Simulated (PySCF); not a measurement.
Input file for PySCF: R-B3LYP/6-31G* on FGeHO (SMILES [OH][Ge][F]), a point of a torsion scan.

```python
from pyscf import gto, scf, dft, mp
from pyscf.data.elements import chemcore

mol = gto.M(
    atom='''
    O    -0.86815093    0.12512624    0.07920482
    Ge    0.65784877    0.88892713   -0.08531844
    F     0.65594689    1.20284533   -1.91217193
    H    -1.55873388   -0.51809698   -0.05003336
    ''',
    basis='6-31g*',
    cart=True,
    charge=0, spin=0, verbose=3, max_memory=1800)
mf = dft.RKS(mol, xc='b3lyp')
mf.conv_tol = 1e-8
mf.max_cycle = 100
mf.kernel()
if not mf.converged:
    mf = mf.newton().run(mf.mo_coeff, mf.mo_occ)
```

Q: Predict the final total energy.

A: -2252.4727 hartree.
